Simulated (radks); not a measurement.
Values are calculated unless marked as measured or tabulated.
Q: Coherent X-ray form factor from a spherical all-electron density. Code: a radial shooting solver on a logarithmic mesh with Libxc functionals. Model: Dirac Kohn-Sham, LDA (Slater exchange, Perdew-Wang correlation), spin-unpolarised, spherical densities, finite nucleus; Fermi nuclear charge, rms radius of each element as measured or else 0.836 A^(1/3) + 0.57 fm.

sin(theta)/lambda (1/angstrom),f0 (electrons)
0.05,76.316
0.1,74.372
0.15,71.452
0.2,67.921
0.25,64.128
0.3,60.345
0.4,53.404
0.5,47.593
0.6,42.780
0.8,35.129
1,29.098
1.25,23.314
1.5,19.323
2,14.956

The species is in the configuration that NIST lists as its ground one. Which atom or ion scatters so?

A: The mercury ion Hg3+, [Xe] 4f14 5d9. Extrapolating in s^2 from the first two rows gives f0(0) = 77.0, near the electron count 77; among species with that count, the fall with angle is slower the higher Z, and the table is that of Z = 80; from so few rows the species is fixed only to a neighbour or two.
